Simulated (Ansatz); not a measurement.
Consider the substitution at a C–C bond: `CCSC(C)(C)C` + `C[NH][GeH]([OH])[Cl]` → `C[NH][GeH]([Cl])[O]C` + `CSC(C)(C)C`.

Isolated molecules relaxed with PBE0-D4/def2-TZVP in Ansatz; ΔE leaves out vibrations. CBS: MP2 limit from def2 TZ/QZ plus the TZ coupled-cluster correction, frozen cores. DFT in def2-TZVPP. B3LYP here is the variant with VWN-RPA as its local correlation; programs differ in this. For Ge outer-core shells are correlated without core-valence functions, which leaves a few kJ/mol of doubt a bond. Scalar relativity is left out up to krypton. One conformer a species, not always the lowest.

`CCSC(C)(C)C`:

```xyz
21

C     1.524   -1.872    2.132
C     0.902   -0.662    1.459
S     0.208   -1.175   -0.127
C    -0.503    0.368   -0.816
C     0.576    1.419   -1.030
C    -1.085   -0.061   -2.158
C    -1.608    0.907    0.081
H     2.321   -2.297    1.517
H     0.780   -2.652    2.306
H     1.953   -1.590    3.096
H     0.113   -0.245    2.089
H     1.658    0.110    1.299
H     1.014    1.747   -0.085
H     1.377    1.033   -1.664
H     0.146    2.301   -1.515
H    -1.541    0.800   -2.653
H    -1.853   -0.827   -2.027
H    -0.308   -0.461   -2.813
H    -1.223    1.219    1.053
H    -2.381    0.154    0.243
H    -2.071    1.783   -0.385
```

`C[NH][GeH]([OH])[Cl]`:

Z-matrix (Å, degrees):
```
C
N 1 1.454
H 1 1.093 2 110.1
H 1 1.096 2 113.7 3 -121.9
H 1 1.092 2 109.5 3 117.8
Ge 2 1.812 1 120.1 3 -161.2
H 2 1.010 1 112.6 3 60.4
Cl 6 2.152 2 113.6 1 -49.3
O 6 1.767 2 107.9 1 63.5
H 6 1.532 2 110.1 1 -171.5
H 9 0.961 6 110.8 2 40.6
```

`C[NH][GeH]([Cl])[O]C`:

Cartesian coordinates in Å:
```
C 0.721 -1.900 -1.110
N -0.111 -1.028 -0.303
Ge 0.561 0.079 0.967
Cl 2.219 1.081 0.021
O -0.702 1.226 1.392
C -1.278 2.044 0.393
H 1.051 -2.811 -0.593
H 0.182 -2.200 -2.013
H 1.611 -1.357 -1.432
H -0.985 -1.455 -0.030
H 1.056 -0.492 2.300
H -0.581 2.824 0.070
H -2.160 2.522 0.825
H -1.584 1.466 -0.485
```

`CSC(C)(C)C`:

Z-matrix (Å, degrees):
```
C
S 1 1.795
H 1 1.091 2 112.1
H 1 1.091 2 105.9 3 117.8
H 1 1.091 2 112.1 3 -124.3
C 2 1.833 1 103.3 3 61.6
C 6 1.524 2 104.0 1 179.4
C 6 1.522 2 111.0 1 61.2
C 6 1.522 2 110.9 1 -62.3
H 7 1.092 6 111.1 2 -60.6
H 7 1.094 6 109.7 2 179.8
H 7 1.092 6 111.1 2 60.2
H 8 1.092 6 111.7 2 -64.9
H 8 1.095 6 109.9 2 176.1
H 8 1.091 6 111.0 2 56.2
H 9 1.091 6 111.0 2 -56.4
H 9 1.092 6 111.7 2 64.6
H 9 1.095 6 109.9 2 -176.4
```

| species | B3LYP-D4 energy (Eh) |
| --- | --- |
| `CCSC(C)(C)C` | -635.42718 |
| `C[NH][GeH]([OH])[Cl]` | -2709.14255 |
| `C[NH][GeH]([Cl])[O]C` | -2748.45722 |
| `CSC(C)(C)C` | -596.09367 |

(1) Work out ΔE.

Largest T1 diagnostic among the species: 0.011.

Answers

(1) ΔE = (-2748.45722) + (-596.09367) − (-635.42718) − (-2709.14255) = 0.01884 Eh = +49.5 kJ/mol. CCSD(T)/CBS gives +59.1 kJ/mol.

In def2-TZVPP, CCSD(T) changes the Hartree–Fock value by +8.3 kJ/mol (the triples alone add +0.6 kJ/mol) and MP2 by +13.7 kJ/mol.
